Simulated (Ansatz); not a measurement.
`C=C(C)[TeH]` + `O[SiH2]F` → `O[SiH](F)[TeH]` + propene  (formal exchange of groups at a Te–C bond)

Program: Ansatz. Geometries: PBE0-D4/def2-TZVP. ΔE: electronic, gas phase. CCSD(T)/CBS is the MP2 limit (def2-TZVPP, def2-QZVPP) plus CCSD(T) − MP2 in def2-TZVPP, frozen cores. DFT in def2-TZVPP. Elements past krypton have def2 core potentials. For Te outer-core shells are correlated without core-valence functions, which leaves a few kJ/mol of doubt a bond. Each species was taken in one conformer, which may not be the lowest.

| level | ΔE (eV) |
| --- | --- |
| PBE | -0.98 |
| HF/def2-QZVPP | -0.99 |
| SCS-MP2/def2-QZVPP | -0.82 |
| MP2/CBS(def2) | -0.85 |

Question: What does CCSD(T)/CBS give? (An estimate is asked.)

Answer: Ansatz gave: -0.88 eV. The listed levels differ from it by -0.10, -0.11, 0.06, 0.03 eV.

Largest T1 diagnostic among the species: 0.012.

The D4 term adds +0.03 eV with B3LYP and +0.02 eV with PBE0; it sums over pairs of atoms, weighted by their polarisabilities, and B3LYP, whose exchange is more repulsive, gets the larger term. In def2-TZVPP, CCSD(T) changes the Hartree–Fock value by +0.16 eV (the triples alone add +0.03 eV) and MP2 by +0.19 eV.

B3LYP here is the variant with VWN-RPA as its local correlation; programs differ in this.
